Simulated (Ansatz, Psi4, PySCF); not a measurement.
Na2, charge +1, doublet, geometry from GFN2-xTB (such geometries of metal compounds can be far from the true shape) (a state made from the parent by changing its charge; the spin is typed, not shown lowest). Base run: B3LYP/aug-cc-pVDZ (PySCF).

Input for PySCF:
```python
from pyscf import gto, scf, dft

mol = gto.M(
    atom='''
Na   -0.000000   -0.000000   -1.650642
Na    0.000000    0.000000    1.650642
''',
    basis='aug-cc-pvdz',
    charge=1,
    spin=1,
    verbose=4,
)

mf = dft.UKS(mol)
mf.xc = 'b3lyp'
mf.kernel()
```

The same geometry, method and basis name were run in Ansatz (a program for electronic structure) and Psi4 and PySCF, at each program's defaults and at the settings that a row names. The base is PySCF at its defaults. Differences at the defaults can come from grids, fitting, cores and function types together.

```
code and settings                                                                             ΔE vs base (µEh)  basis functions      E (Eh)  SCF cycles
--------------------------------------------------------------------------------------------  ----------------  ---------------  ----------  ----------
PySCF, defaults (exact integrals, its default grid, spherical functions)                                   0.0               54  -324.41959           6
Psi4, defaults (density fitting with its default set, its default grid, spherical functions)             -29.4               54  -324.41962           4
Ansatz, defaults (factorised integrals, its default grid, spherical functions)                             3.7               54  -324.41958           -
PySCF, density fitting with def2-universal-jkfit                                                         -31.6               54  -324.41962           6
PySCF, fine grid                                                                                           0.5               54  -324.41959           6
Psi4, exact integrals, spherical functions, fine grid                                                      3.8               54  -324.41958           6
Ansatz, high accuracy                                                                                      3.7               54  -324.41958           -
```

Open shells are given as the SCF converged; they aren't shown to be the lowest states, and a large step between rows can be another state.
